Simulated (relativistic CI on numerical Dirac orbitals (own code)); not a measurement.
**Pb³⁹⁺: q coefficients and field-shift factors**

These numbers are calculated, not measured: Dirac-Coulomb-Breit CI, separate exchange-only KLI orbitals for each configuration, derivatives by finite differences, unscaled Slater integrals, QED left out (own radial code, finite nucleus).

CI space (outside the closed core [Ar] 3d10): 4s²4p⁶4d⁷, 4s²4p⁶4d⁶4f, 4s²4p⁵4d⁸, 4s²4p⁴4d⁹, 4s4p⁶4d⁸, 4p⁶4d⁹, 4s4p⁵4d⁹, 4s²4p⁶4d⁶5s. Levels of other configurations are missing.

With x = (α/α₀)² − 1 an excitation energy changes as ω = ω₀ + qx; K = 2q/ω₀ is the relative enhancement. Terms are leading LS components, so labels can repeat. The field-shift factor is F = δν/δ⟨r²⟩ for the transition from the lowest level.

Lowest level 4s²4p⁶4d⁷ ⁴F9/2.

```tsv
Level	ω₀ (cm⁻¹)	q (cm⁻¹)	K	F (GHz/fm²)
4s²4p⁶4d⁷ ²P3/2	41668	1357	0.0651	-1.27
4s²4p⁶4d⁷ ²D5/2	67375	8378	0.249	0.307
4s²4p⁶4d⁷ ⁴F7/2	227827	247400	2.17	10.4
4s²4p⁶4d⁷ ²H9/2	257124	242100	1.88	10.5
4s²4p⁶4d⁷ ⁴P3/2	261393	248800	1.9	10.4
4s²4p⁶4d⁷ ⁴P5/2	269902	251600	1.86	10.7
4s²4p⁶4d⁷ ⁴P1/2	274452	247200	1.8	9.21
4s²4p⁶4d⁷ ²H11/2	291116	243100	1.67	11.2
4s²4p⁶4d⁷ ²F7/2	310684	250700	1.61	10.7
4s²4p⁶4d⁷ ²F5/2	325854	241300	1.48	10.5
4s²4p⁶4d⁷ ²D3/2	388771	250100	1.29	11.5
4s²4p⁶4d⁷ ⁴F5/2	484043	490200	2.03	20.5
4s²4p⁶4d⁷ ⁴P3/2	496999	493200	1.98	20.1
4s²4p⁶4d⁷ ²P1/2	517650	495200	1.91	19.4
4s²4p⁶4d⁷ ²H9/2	522553	490800	1.88	21.4
4s²4p⁶4d⁷ ²F7/2	531660	485700	1.83	20.5
4s²4p⁶4d⁷ ²D5/2	617844	491300	1.59	21.3
4s²4p⁶4d⁷ ²D3/2	763109	738500	1.94	30.2
4s²4p⁵4d⁸ ⁴G°11/2	1805819	315900	0.35	33.4
4s²4p⁵4d⁸ ⁴F°9/2	1810988	197300	0.218	34.9
4s²4p⁵4d⁸ ²D°5/2	1819650	290600	0.319	31.4
4s²4p⁶4d⁶4f ²F°7/2	1833101	118200	0.129	36.2
4s²4p⁵4d⁸ ²P°1/2	1834777	242100	0.264	34.4
```

At this charge energies of transitions that change n are usually good to better than 1 %, and those within a shell (Δn = 0) to a few per cent. Terms inside the open d or f shell come out 10 to 20 % too wide with unscaled integrals.
